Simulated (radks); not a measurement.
The numbers below are computed, except where a source is named.
Removal energies from the iron ion Fe3+, [Ar] 3d5, by Delta-SCF beside the eigenvalue of the level emptied. Level of theory: scalar-relativistic Kohn-Sham, PBEsol, spin-polarised, spherical densities, finite nucleus; Fermi nuclear charge, rms radius of each element as measured or else 0.836 A^(1/3) + 0.57 fm (a radial shooting solver on a logarithmic mesh with Libxc functionals). Open shells are filled with parallel spins first.

| removed from | final configuration | Delta-SCF (eV) | -eigenvalue (eV) |
|---|---|---|---|
| 3d | [Ar] 3d4 | 55.031 | 45.156 |
| 3p | [Ne] 3s2 3p5 3d5 | 102.95 | 92.945 |
| 3s | [Ne] 3s1 3p6 3d5 | 137.19 | 126.95 |
| 2p | [He] 2s2 2p5 3s2 3p6 3d5 | 763.80 | 734.04 |
